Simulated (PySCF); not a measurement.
C9H9N3. Atoms are numbered in the order given.

```xyz
21

C     -2.0991    -1.5138     0.0000
N     -0.6640    -1.7455     0.0000
C     -0.1049    -2.9928     0.0000
C      1.2794    -2.8760     0.0000
C      1.5708    -1.4960     0.0000
C      0.3573    -0.8026     0.0000
C      0.1815     0.6408     0.0000
N     -1.0624     1.1582     0.0000
C     -1.1744     2.4850     0.0000
C     -0.0666     3.3311     0.0000
C      1.1819     2.6968     0.0000
N      1.3142     1.3781     0.0000
H     -2.6006    -2.4912     0.0000
H     -2.4071    -0.9412    -0.8843
H     -2.4071    -0.9412     0.8843
H     -0.7375    -3.8782     0.0000
H      1.9889    -3.7005     0.0000
H      2.5434    -1.0120     0.0000
H     -2.1932     2.8915     0.0000
H     -0.1653     4.4174     0.0000
H      2.1084     3.2846     0.0000
```
Charge 0, spin multiplicity 1.

Coordinates come from a B3LYP-D3(BJ)/def2-SVP optimisation. This is a generated structure with no PubChem entry under its InChIKey; it may be hypothetical. Other conformers were not sampled.

Computed with SMD-PBE0/6-31G* (PySCF).

Solvation free energies are E(SMD) − E(gas) at the gas-phase geometry, for 1 M in both phases. In vacuum the dipole moment is 2.14 D.

Problem. Estimate the solvation free energies in water, acetone, acetonitrile. (The exact figures need the calculation; the answer reports its results.)

Solution. 
| solvent | ΔG(solv) (kcal/mol) | its non-electrostatic (CDS) part | dipole (D) |
|---|---|---|---|
| water | -5.8 | 3.1 | 3.27 |
| acetone | -11.3 | -3.0 | 3.19 |
| acetonitrile | -11.3 | -2.7 | 3.24 |
